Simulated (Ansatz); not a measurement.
A run on `F/C(=C/C(F)F)C(F)F` with other settings.

```yaml
crystal:
  periodic: [false, false, false]
  atoms:
    - {symbol: F, position_ang: [-0.444509, 0.357505, -2.234958]}
    - {symbol: C, position_ang: [-0.114419, 0.233211, -0.945360]}
    - {symbol: C, position_ang: [-0.753153, -0.642926, -0.192210]}
    - {symbol: C, position_ang: [-0.518560, -0.940167, 1.245664]}
    - {symbol: F, position_ang: [-0.304663, -2.276145, 1.380590]}
    - {symbol: F, position_ang: [-1.647348, -0.651013, 1.947707]}
    - {symbol: C, position_ang: [0.988582, 1.206130, -0.639273]}
    - {symbol: F, position_ang: [1.197199, 1.339077, 0.686446]}
    - {symbol: F, position_ang: [2.140871, 0.772082, -1.200244]}
    - {symbol: H, position_ang: [-1.537234, -1.230728, -0.659202]}
    - {symbol: H, position_ang: [0.314809, -0.412586, 1.703990]}
    - {symbol: H, position_ang: [0.755425, 2.190559, -1.059148]}
basis:
  gaussian: {orbitals: "6-31G*"}
total_charge: -1
magnetization: {spin_polarized: true, initial_magnetization: 1}
hamiltonian: {xc: {name: BHLYP}}
output: {forces: true}
```

```sh
$ ansatz run in.yaml --threads 2 --pin off --events-out ev --progress --plain --max-ram 32768MiB --backend cpu
```

It prints (some lines left out):

```
Functional definition: BHLYP
1304 factors; integrals over basis functions are off by at most 1.3e-3 eV
mean field evaluation 1: about -17767.2903 eV, gradient 2.9e1 eV
mean field evaluation 2: about -17768.2469 eV, gradient 2.4e1 eV
mean field evaluation 4: about -17770.6307 eV, gradient 8.2e-1 eV
mean field evaluation 8: about -17770.6443 eV, gradient 5.5e-2 eV
mean field evaluation 16: about -17770.6443 eV, gradient 2.1e-4 eV
mean field -17770.64432661 eV, -653.0591336277 hartree, gradient 8.0e-5 eV, S^2 0.754168; 0 other end points of the search recorded, 0 dependent functions left out
reference -17770.64444516 eV, -653.0591379843 hartree; 37, 36 occupied and 104, 105 virtual orbitals, 1304 factors
Total energy: -17770.64444516 eV, -653.0591379843 hartree
Atom 0 at    -0.444509     0.357505    -2.234958 Å, force    -0.746895     0.171193    -2.319506 eV/Å
Atom 1 at    -0.114419     0.233211    -0.945360 Å, force     4.397803     4.719393    -0.073234 eV/Å
Atom 2 at    -0.753153    -0.642926    -0.192210 Å, force    -2.132883    -3.482891     3.818169 eV/Å
Atom 3 at    -0.518560    -0.940167     1.245664 Å, force     0.294986     1.335231    -3.651691 eV/Å
Atom 4 at    -0.304663    -2.276145     1.380590 Å, force    -0.111842    -1.264646     1.183479 eV/Å
Atom 5 at    -1.647348    -0.651013     1.947707 Å, force    -0.803987    -0.360622     1.528307 eV/Å
Atom 6 at     0.988582     1.206130    -0.639273 Å, force    -3.926855    -1.629637    -0.903603 eV/Å
Atom 7 at     1.197199     1.339077     0.686446 Å, force     0.492080     0.221613     0.619797 eV/Å
Atom 8 at     2.140871     0.772082    -1.200244 Å, force     2.055841     0.243921    -0.348335 eV/Å
Atom 9 at    -1.537234    -1.230728    -0.659202 Å, force     0.103448     0.067358     0.233094 eV/Å
Atom 10 at     0.314809    -0.412586     1.703990 Å, force    -0.221004    -0.149662    -0.025881 eV/Å
Atom 11 at     0.755425     2.190559    -1.059148 Å, force     0.599306     0.128748    -0.060596 eV/Å
Dipole moment:     0.234117     0.327077     0.169193 e Å
```

It took 8 s on 2 threads of an AMD EPYC 7R13 on a shared host, with 0.65 GiB of host memory at the peak.
